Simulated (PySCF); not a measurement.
# Reading the logs of faulty runs: GeH6NOSi cation

These are calculations, not measurements. The program is PySCF 2.14.0, an open-source quantum chemistry code, run on an isolated molecule that a program drew, which may never have been made. The molecule is GeH6NOSi cation (charge +1, singlet), drawn as the SMILES string `N[SiH](O)[GeH2+]`.

Each row is a Hartree-Fock (HF) and frozen-core CCSD(T) single point in the cc-pV(D+d)Z basis, meant for a local HF minimum. Run 1 is clean. Each other run has one planted mistake out of seven kinds, and not every kind appears here: one electron removed, one electron added, multiplicity raised by two, geometry at a saddle point, minimal basis STO-3G, one bond length entered in bohr, all coordinates scaled. The reference is restricted for singlets and unrestricted otherwise, and also for a bond in bohr. Adding or removing an electron swaps singlet and doublet. Electrons count all cores. HOMO and LUMO are orbital energies over both spins, the gradient is its largest component, and the lowest frequency (negative if imaginary) is given only where the gradient is small. Bond lengths are over the 9 bonds as drawn. T1 is the CCSD diagnostic: over 0.02 (restricted) or 0.045 (unrestricted) a single reference is doubtful. Germanium has the cc-pVDZ-PP basis, with a core potential (ECP10MDF) in place of its 10 inner electrons, and its 3s, 3p and 3d shells are frozen in CCSD(T).

Geometry of the clean run:
```xyz
10
GeH6NOSi cation, angstrom
N    -0.5901    1.0536    0.5071
Si    0.8420    1.3940   -0.2767
O     2.2213    1.1591    0.5529
Ge    1.5443   -0.4154   -1.8082
H    -1.4178    1.6063    0.3774
H    -0.7154    0.3327    1.1933
H     0.7336    2.6124   -1.0760
H     2.4800    1.6588    1.3192
H     1.4472   -1.8973   -1.4577
H     2.2564   -0.2563   -3.1476
```

```
run  electrons  basis functions  <S^2>  HOMO (eV)  LUMO (eV)  gradient (hartree/bohr)  lowest frequency (cm^-1)  mean bond (Å)  longest bond (Å)      T1  HF (hartree)  CCSD(T) (hartree)                          mistake
  1         66              104  0.000     -15.33      -5.01                  2.8e-05                        78         1.4707             2.472  0.0137    -714.94014         -715.52509                         no fault
  2         66              104  2.026     -12.82      -7.35                  4.8e-02                         -         1.4707             2.472  0.0208    -714.84116         -715.42773       multiplicity raised by two
  3         66              104  0.902     -14.38      -5.21                  1.3e-02                         -         1.6216             2.883  0.0294    -714.84595         -715.41515  one bond length entered in bohr
  4         66              104  0.000     -15.19      -5.03                  2.7e-02                         -         1.5207             2.556  0.0147    -714.92917         -715.52166           all coordinates scaled
  5         67              104  0.768      -6.54       2.50                  4.4e-02                         -         1.4707             2.472  0.0127    -715.15142         -715.75105               one electron added
  6         65              104  0.767     -21.38     -11.61                  1.1e-01                         -         1.4707             2.472  0.0373    -714.44660         -714.99674                                ?
```

**Which mistake was planted in run 6, and what did it cost?**

It counts 65 electrons, one fewer than the clean run, at the same geometry and basis. So the mistake is: one electron removed. Subtracting run 1 and multiplying by 627.51 kcal/mol a hartree, the energy moved by 309.7 kcal/mol in HF and 331.5 kcal/mol in CCSD(T).

